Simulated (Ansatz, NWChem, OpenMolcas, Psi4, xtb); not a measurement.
**Ligand exchange: C2H3Br + RbF → C2H3F + RbBr**

Gas-phase species: C2H3Br (vinyl bromide) `C=CBr`, singlet; RbF, singlet; C2H3F `C=CF`, singlet; RbBr, singlet. The partners trade Br for F: C–Br and Rb–F bonds give way to C–F and Rb–Br.

Shapes, held fixed at every level: PBE0-D4/def2-TZVP; RbBr at the measured bond length. Programs: Ansatz 0.2.0, NWChem 7.3.0, OpenMolcas 26.06, Psi4 1.11, xtb 6.7.1. A level may come from different programs for different species; with the same settings they agree closely. Electronic energies: no zero-point or thermal term.

```json
{"level": "GFN0-xTB", "kind": "semi-empirical", "ΔE (kJ/mol)": "-12.5"}
{"level": "HF/STO-3G", "kind": "Hartree–Fock", "ΔE (kJ/mol)": "-403.0"}
{"level": "HF/3-21G", "kind": "Hartree–Fock", "ΔE (kJ/mol)": "-267.9"}
{"level": "HF/def2-SVP", "kind": "Hartree–Fock", "ΔE (kJ/mol)": "-163.3"}
{"level": "PBE0/def2-SVP", "kind": "global hybrid", "ΔE (kJ/mol)": "-132.9"}
{"level": "B3LYP/def2-TZVP", "kind": "global hybrid", "ΔE (kJ/mol)": "-92.2"}
```

B3LYP/def2-TZVP gives ΔE = -92.2 kJ/mol; the levels span -403.0 to -12.5. GFN0-xTB strays far from the other rows. The median of the levels is -148.1. No measured value is set beside it here. For atoms past krypton def2 sets carry core potentials with scalar relativity. All-electron rows are non-relativistic unless named. Relativity is left out for Br. Sets without diffuse functions underbind ionic bonds of s-block metals. B3LYP/def2-TZVP lies outside the range of the other correlated levels here, so it shouldn't be taken on trust. Rows in sets without polarisation functions are far from converged.
